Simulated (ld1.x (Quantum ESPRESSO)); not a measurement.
# Cs (Z = 55): excitation energies, all-electron against PAW

```
Element                 : Cs
Generator               : ld1.x (Quantum ESPRESSO) 7.5
Type                    : PAW
Functional              : BLYP
Relativity              : fully relativistic
Frozen core             : [Kr] 4d10
Valence charge          : 9
Reference configuration : 5s2 5p6 5d0.5 6s0.5 6p0
Partial waves           : 5s (bound): rcut 2.60, rcutus 2.85 bohr; 6s (bound): rcut 2.60, rcutus 2.85 bohr; 5p (bound): rcut 2.75, rcutus 3.00 bohr; 6p (bound, empty): rcut 2.75, rcutus 3.00 bohr; 5d (bound): rcut 4.25, rcutus 4.70 bohr; 5d channel at 1.65 Ry: rcut 4.25, rcutus 4.70 bohr
Local potential         : all-electron potential smoothed inside 3.35 bohr (lloc = -1)
Core correction         : a·sin(br)/r model core, default radius (ld1.x builds one for every PAW set, though the input has nlcc=.false.)
Augmentation charge     : BESSEL, radius 2.55 bohr
```

Open shells are filled in proportion to 2j + 1 (rel_dist='average').

Energies are relative to the spin-unpolarised reference configuration 5s2 5p6 5d0.5 6s0.5 6p0; without spin polarisation the order of configurations can differ from experiment.

```json
{"valence configuration": "5s2 5p6 5d0 6s1 6p0", "charge": "0", "ΔE all-electron (eV)": "-0.862", "error AE − PS (meV)": "+0.2"}
{"valence configuration": "5s2 5p6 5d0 6s0 6p0", "charge": "+1", "ΔE all-electron (eV)": "3.020", "error AE − PS (meV)": "-0.5"}
{"valence configuration": "5s2 5p6 5d0 6s0.5 6p0", "charge": "+0.5", "ΔE all-electron (eV)": "0.599", "error AE − PS (meV)": "+7.3"}
{"valence configuration": "5s2 5p6 5d0 6s0 6p1", "charge": "0", "ΔE all-electron (eV)": "0.596", "error AE − PS (meV)": "-0.4"}
{"valence configuration": "5s1 5p6 5d0 6s1 6p0", "charge": "+1", "ΔE all-electron (eV)": "30.580", "error AE − PS (meV)": "+454"}
{"valence configuration": "5s2 5p5 5d0 6s1 6p0", "charge": "+1", "ΔE all-electron (eV)": "16.801", "error AE − PS (meV)": "+233"}
{"valence configuration": "5s2 5p6 5d1 6s0 6p0", "charge": "0", "ΔE all-electron (eV)": "0.859", "error AE − PS (meV)": "0.0"}
```

ld1.x printed “convergence not achieved” for 7 of the counted tests; their residual had stalled under 1e-8, short of the target of 1e-14.

The ghost test of this file was not conclusive.
